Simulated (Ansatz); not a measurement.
Stepwise reaction of `O=C=N[SiH2]N=C=O` with hydrogen chloride, as a gas-phase model of exchange steps in deposition or etching. ΔE in kJ/mol.

Isolated molecules relaxed with PBE0-D4/def2-TZVP in Ansatz; ΔE leaves out vibrations. CBS: MP2 limit from def2 TZ/QZ plus the TZ coupled-cluster correction, frozen cores. This one scheme is used for every species. DFT in def2-TZVPP. B3LYP here is the variant with VWN-RPA as its local correlation; programs differ in this. One conformer a species, not always the lowest.

```csv
step,reaction,PBE-D4,B3LYP-D4,ωB97M-V,CCSD(T)/CBS
2,`O=C=N[SiH2]Cl` + HCl → `Cl[SiH2]Cl` + `N=C=O`,-10.0,-0.7,-4.7,-2.1
```

(1) Give the row of step 1, `O=C=N[SiH2]N=C=O` + HCl → `O=C=N[SiH2]Cl` + `N=C=O`. (Best estimate.)

(2) By hand: ΔE of the 2 steps together at CCSD(T)/CBS.

Answers

(1) The calculation gave: 
| step | reaction | PBE-D4 | B3LYP-D4 | ωB97M-V | CCSD(T)/CBS |
| --- | --- | --- | --- | --- | --- |
| 1 | `O=C=N[SiH2]N=C=O` + HCl → `O=C=N[SiH2]Cl` + `N=C=O` | -12.1 | -2.8 | -6.9 | -4.1 |

(2) (-4.1) + (-2.1) = -6.2 kJ/mol, or -3.1 kJ/mol a step.

In ΔE the steps differ by no more than 2.0 kJ/mol. PBE-D4 differs from CCSD(T)/CBS by -8.0 to -7.9 kJ/mol a step. Isolated molecules leave out the surface, adducts and barriers. Largest T1 diagnostic: 0.018.
